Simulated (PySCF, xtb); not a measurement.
AsH3, SMILES [AsH3].

Harmonic wavenumbers (cm⁻¹) from GFN2-xTB (xtb) at its own minimum, in rising order: 1002, 1031, 1031, 1967, 1967, 1978.

### Question
What does B3LYP-D3(BJ)/def2-TZVPD in PySCF give at its own minimum? (The exact figures need the calculation; the answer reports its results.)

### Answer
931, 1016, 1016, 2178, 2190, 2190. Paired by order, the mean absolute difference is 125 cm⁻¹ and the zero-point energies are 12.8 and 13.6 kcal/mol.
